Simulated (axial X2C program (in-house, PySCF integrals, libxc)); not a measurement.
**Sb₂ along the bond: PBE0, with spin–orbit coupling**

Computed with an in-house all-electron X2C program for linear molecules (integrals from PySCF). Two-component (2c) means X2C with spin–orbit coupling and atomic mean-field two-electron Coulomb and Gaunt terms. Basis: Sb dyall-cv3z [11s12p8d4f1g] (cores contracted in-house); Gaussian nuclei, density fitting, unrestricted open shells. Masses: Sb 120.904 u.

State: Ω = 0 (closed shell).

Results along the bond:

```tsv
R (Å)	HOMO (eV)	LUMO (eV)
2.153	-6.95	-2.45
2.252	-6.81	-2.64
2.326	-6.67	-2.77
2.401	-6.53	-2.90
2.475	-6.41	-3.03
2.562	-6.28	-3.17
2.648	-6.16	-3.30
2.760	-6.03	-3.45
2.896	-5.89	-3.62
3.094	-5.73	-3.82
```

Occupations by symmetry block were frozen at the best pattern of an incomplete PBE0 search. The closed shell is kept restricted, so the energy runs too high when the bond is stretched far.
